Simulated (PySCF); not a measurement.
C2H3Cl2FSi, SMILES F/C(=C/Cl)[SiH2]Cl.

Geometry optimised at B3LYP-D3(BJ)/def2-SVP. The structure was generated by enumeration; whether it is a known compound was not checked. One conformer was computed; it need not be the lowest.

Method: PySCF with M06-2X/def2-TZVP.

Gas-phase values at a fixed geometry.

```yaml
total_energy: -1387.76078 hartree
highest_occupied_level: -8.90 eV
lowest_empty_level: -0.54 eV
orbital_gap: 8.36 eV
dipole_moment: 1.29 D
quadrupole, principal values (traceless, Buckingham form, about the centre of nuclear charge): -3.88, -2.19, 6.06 D·Å
mean_static_polarisability: 71.4 bohr³ (10.58 Å³)
polarisability_principal_values: 57.8, 71.1, 85.3 bohr³
```
